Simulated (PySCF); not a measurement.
Species: C8H12.
SMILES: `C(/C=C\C(C)=C)(C)=C`

The calculation used PySCF, TDDFT CAM-B3LYP/def2-SVPD, vertical, gas phase, core orbitals frozen in the response. Geometry: PBE0-D3(BJ)/def2-SVP, one conformer, isolated molecule. Torsions of this conformer, `[CH2:1]=[C:2]([CH3:3])/[CH:4]=[CH:5]\[C:6](=[CH2:7])[CH3:8]`: C1–C2–C4–C5 -138°, C4–C5–C6–C7 -140°.

| state | E (eV) | λ (nm) | ν̃ (cm⁻¹) | f | main configurations (H = HOMO, L = LUMO) |
| --- | --- | --- | --- | --- | --- |
| S1 | 5.11 | 242.4 | 41250 | 0.487 | H→L (98%) |
| S2 | 5.81 | 213.5 | 46830 | 0.0042 | H-1→L (93%) |
| S3 | 6.39 | 194.1 | 51520 | 0.0026 | H→L+1 (77%), H→L+4 (13%) |
| S4 | 6.41 | 193.5 | 51680 | 0.0066 | H→L+2 (91%) |
| S5 | 6.71 | 184.8 | 54120 | 0.0011 | H-2→L (58%), H→L+4 (12%), H→L+1 (8%) |
| S6 | 6.92 | 179.1 | 55830 | 0.0063 | H→L+3 (55%), H-1→L+1 (39%) |

The lowest singlet comes at 242 nm (494 kJ/mol) in the ultraviolet; it is strong; its leading configuration is HOMO→LUMO (98%). The lowest level is also the most intense of those listed (f = 0.487). Löwdin shares by element: HOMO carbon 64% or more (atoms not listed hold the other 36%); LUMO carbon 57% or more (atoms not listed hold the other 43%). The listed states span 1.81 eV, and the widest gap between neighbours is 0.69 eV (S1 to S2). Orbital energies (eV): HOMO-3 -10.83, HOMO-2 -9.95, HOMO-1 -8.62, HOMO -7.76, LUMO 0.03, LUMO+1 1.34, LUMO+2 1.43. Weighted by f, the mean energy of these states is 5.17 eV. No computed singlet lies in the visible range (380 to 750 nm); the lowest, at 242 nm, stands 1.85 eV above its violet end (3.26 eV). The window holds the lowest 6 singlets.
